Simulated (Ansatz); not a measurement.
`C=CCCCCCCCCCS`. Total charge 0; triplet. Geometry r2SCAN-D4/def2-SVP, that of the neutral singlet; atoms count from 1.

```xyz
34

C    -0.285   -0.742   -6.184
C    -0.804   -0.011   -5.190
C    -0.187    0.179   -3.838
C    -1.061   -0.360   -2.700
C    -0.454   -0.140   -1.317
C    -1.328   -0.683   -0.186
C    -0.701   -0.580    1.205
C    -0.448    0.855    1.673
C     0.005    0.973    3.129
C     1.359    0.324    3.418
C     1.808    0.536    4.858
S     3.454   -0.159    5.248
H    -0.797   -0.852   -7.144
H     0.673   -1.262   -6.067
H    -1.775    0.482   -5.345
H     0.806   -0.305   -3.809
H    -0.012    1.259   -3.665
H    -1.241   -1.438   -2.863
H    -2.057    0.121   -2.743
H     0.542   -0.622   -1.272
H    -0.272    0.941   -1.172
H    -2.299   -0.152   -0.192
H    -1.563   -1.742   -0.396
H    -1.362   -1.081    1.936
H     0.246   -1.152    1.212
H     0.308    1.334    1.025
H    -1.377    1.439    1.539
H     0.057    2.043    3.403
H    -0.764    0.528    3.790
H     1.313   -0.761    3.213
H     2.127    0.731    2.735
H     1.909    1.613    5.077
H     1.065    0.137    5.569
H     3.116   -1.454    5.051
```

At PBE0-D4/def2-SVP a singlet of charge 0 lies 4.26 eV below the triplet at the same geometry.

Estimate the Mulliken populations of the heavy atoms from the PBE0/def2-SVP orbitals of Ansatz.


| atom | charge (e) | spin (α − β) |
| --- | --- | --- |
| C1 | -0.07 | 1.12 |
| C2 | -0.13 | 1.07 |
| C3 | 0.00 | -0.12 |
| C4 | -0.08 | 0.04 |
| C5 | -0.09 | 0.01 |
| C6 | -0.04 | 0.00 |
| C7 | -0.06 | 0.00 |
| C8 | -0.06 | 0.00 |
| C9 | -0.06 | 0.00 |
| C10 | -0.05 | 0.00 |
| C11 | -0.18 | 0.00 |
| S12 | -0.10 | 0.00 |
Mulliken values depend strongly on the basis.

Where does the spin sit?

Summed by element: C 2.13, S 0.00, H -0.13, of 2 unpaired in all. Largest on single atoms: C1 1.12, C2 1.07, C3 -0.12.

And the Mayer bond orders between heavy atoms (over 0.3)?

C1–C2 0.96 (1.34 Å); C2–C3 1.07 (1.50 Å); C3–C4 1.05 (1.53 Å); C4–C5 1.07 (1.53 Å); C5–C6 1.07 (1.53 Å); C6–C7 1.09 (1.53 Å); C7–C8 1.06 (1.53 Å); C8–C9 1.09 (1.53 Å); C9–C10 1.05 (1.53 Å); C10–C11 1.02 (1.52 Å); C11–S12 1.05 (1.83 Å).
